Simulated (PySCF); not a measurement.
# Ionisation energy of Sm⁴⁵⁺ by level of theory

Sm⁴⁵⁺ [Ne] 3s2 3p5 (2P) → Sm⁴⁶⁺ [Ne] 3s2 3p4 (3P), as a difference of total energies. Calculation: PySCF 2.14, in an even-tempered Gaussian basis (18 s from 9.2 bohr⁻², ratio 2.5; 12 p from 12 bohr⁻², ratio 2.5; 4 d from 52 bohr⁻², ratio 2.7; 4 f from 77 bohr⁻², ratio 2.7); the spin-free X2C one-electron Hamiltonian (Gaussian nucleus). Correlated levels: outer shells: 1s2 frozen; virtual orbitals above 40 to 60 times the deepest correlated orbital energy dropped. The calculations carry no spin-orbit coupling.

```
                method  ionisation energy (eV)
                   UHF                  3812.9
    MP2 (outer shells)                  3814.0
SCS-MP2 (outer shells)                  3813.9
   CCSD (outer shells)                  3813.9
CCSD(T) (outer shells)                  3813.9
```

Spin-orbit coupling is strong in these open shells (close to jj coupling). The scalar numbers leave it out and a first-order estimate fails, so it can dominate the gap to the real levels.

Breit and QED terms and the two-electron picture change are absent.

For comparison: 3766 ± 4 eV (theoretical estimate listed by NIST; NIST Atomic Spectra Database, ionization energies).
